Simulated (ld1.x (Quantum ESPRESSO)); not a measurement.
**Cutoff test, N, RRKJ**

```json
{
 "Element": "N",
 "Generator": "ld1.x (Quantum ESPRESSO) 7.5",
 "Type": "norm-conserving RRKJ (Kleinman–Bylander form)",
 "Functional": "LDA (PZ)",
 "Relativity": "scalar-relativistic",
 "Frozen core": "[He]",
 "Valence charge": "5",
 "Reference configuration": "2s2 2p2.5 (charge +0.5)",
 "Partial waves": "2p (bound): rc 1.90 bohr; 2s (bound): rc 1.00 bohr",
 "Local potential": "the s channel",
 "Core correction": "none"
}
```

The pseudo-atom Hamiltonian at the reference potential is diagonalised in spherical Bessel functions j_l(qr) that vanish at 20 bohr, with q² up to the cutoff. All-electron valence levels (Ry): 2p -0.9984, 2s -1.8328.

Task: How do the lowest levels (Ry) of each channel move with the cutoff, and are there ghosts?

Result:

```
cutoff (Ry)     p #1     p #2     s #1     s #2     d #1    f #1  Σ f·Δε (mRy)
          8  -0.5357  -0.0589  -1.6976  -0.1696  -0.0120  0.0425        1427.2
         12  -0.7077  -0.0687  -1.7018  -0.1698  -0.0120  0.0425         988.9
         18  -0.8959  -0.0782  -1.7345  -0.1720  -0.0120  0.0425         452.9
         30  -0.9953  -0.0829  -1.7933  -0.1765  -0.0120  0.0425          86.7
         40  -0.9983  -0.0830  -1.8212  -0.1788  -0.0120  0.0425          23.5
         50  -0.9984  -0.0831  -1.8287  -0.1794  -0.0120  0.0425           8.4
         60  -0.9984  -0.0831  -1.8298  -0.1795  -0.0120  0.0425           6.0
         80  -0.9984  -0.0831  -1.8300  -0.1795  -0.0120  0.0425           5.5
        110  -0.9984  -0.0831  -1.8318  -0.1797  -0.0120  0.0425           2.0
        140  -0.9984  -0.0831  -1.8326  -0.1797  -0.0120  0.0425           0.3
        180  -0.9984  -0.0831  -1.8327  -0.1797  -0.0120  0.0425           0.2
        400  -0.9984  -0.0831  -1.8328  -0.1797  -0.0120  0.0425           0.0
```

Result: no extra level below or beside the all-electron valence levels (p, s, d, f tested); 10 mRy is reached at 50 Ry and 1 mRy at 140 Ry.

Its largest configuration-test error is +1646 meV.
